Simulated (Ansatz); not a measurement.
Consider the ligand exchange at the Al–C bond: `[AlH2][CH]1C=COC1` + `C[SiH](N)Cl` → `C[SiH](Cl)[NH][AlH2]` + `C1=COCC1`.

Computed with Ansatz on PBE0-D4/def2-TZVP structures; ΔE is electronic, products minus reactants. CCSD(T)/CBS is the MP2 limit (def2-TZVPP, def2-QZVPP) plus CCSD(T) − MP2 in def2-TZVPP, frozen cores. DFT in def2-TZVPP. Each species was taken in one conformer, which may not be the lowest.

`[AlH2][CH]1C=COC1`:

Z-matrix (Å, degrees):
```
Al
C 1 2.281
C 1 1.974 2 40.8
H 1 1.587 2 105.1 3 116.4
H 1 1.585 2 114.7 3 -104.6
C 2 1.347 1 101.9 3 103.1
H 2 1.081 1 103.3 3 -125.8
C 3 1.523 1 114.6 2 -97.1
H 3 1.086 1 122.9 2 115.0
O 6 1.340 2 114.3 1 -68.2
H 6 1.081 2 129.9 1 111.3
H 8 1.089 3 115.6 1 -57.8
H 8 1.099 3 112.5 1 175.8
```

`C[SiH](N)Cl`:

Cartesian coordinates in Å:
```
C 1.200 -0.173 0.718
Si -0.413 0.481 0.084
N -1.203 -0.714 -0.842
Cl 0.015 2.220 -0.978
H 1.722 0.590 1.299
H 1.034 -1.047 1.353
H 1.850 -0.465 -0.111
H -1.350 0.906 1.149
H -0.694 -1.220 -1.550
H -2.161 -0.577 -1.122
```

`C[SiH](Cl)[NH][AlH2]`:

```xyz
12

C    -0.482   -1.938    0.576
Si    0.435   -0.585   -0.304
Cl    0.724   -1.238   -2.253
N    -0.395    0.913   -0.275
Al    0.267    2.550   -0.001
H     0.071   -2.879    0.520
H    -0.625   -1.679    1.627
H    -1.463   -2.098    0.122
H     1.784   -0.349    0.258
H    -1.377    0.859   -0.515
H    -0.743    3.765   -0.093
H     1.804    2.680    0.340
```

`C1=COCC1`:

Z-matrix (Å, degrees):
```
C
C 1 1.535
O 1 1.439 2 106.8
H 1 1.095 2 111.4 3 -117.1
H 1 1.090 2 114.1 3 119.1
C 2 1.504 1 100.9 3 14.8
H 2 1.096 1 112.4 3 -104.1
H 2 1.093 1 111.5 3 135.6
C 3 1.356 1 106.3 2 -14.3
H 6 1.079 2 125.8 1 173.4
H 9 1.081 3 114.8 1 -172.8
```

```tsv
level	ΔE (kJ/mol)	difference from CCSD(T)/CBS
PBE-D4	-92.5	18.2
r2SCAN-D4	-99.0	11.7
PBE0-D4	-98.8	11.9
ωB97X-V	-109.2	1.5
ωB97M-V	-106.0	4.7
B2PLYP	-114.1	-3.4
r2SCAN	-99.2	11.5
PBE0	-100.2	10.5
HF/def2-TZVPP	-138.2	-27.5
MP2/def2-TZVPP	-107.1	3.6
SCS-MP2/def2-TZVPP	-115.2	-4.5
CCSD/def2-TZVPP	-117.5	-6.8
HF/def2-QZVPP	-139.1	-28.4
MP2/def2-QZVPP	-106.8	3.9
SCS-MP2/def2-QZVPP	-115.1	-4.4
CCSD/CBS(def2)	-116.3	-5.6
CCSD(T)/CBS	-110.7	0
```

Largest T1 diagnostic among the species: 0.013.

From PBE to PBE0 (25 % exact exchange), in def2-TZVPP and without D4, ΔE moves by −5.9 kJ/mol. The D4 term adds +3.1 kJ/mol with B3LYP and +1.4 kJ/mol with PBE0; it sums over pairs of atoms, weighted by their polarisabilities, and B3LYP, whose exchange is more repulsive, gets the larger term.

B3LYP here is the variant with VWN-RPA as its local correlation; programs differ in this.
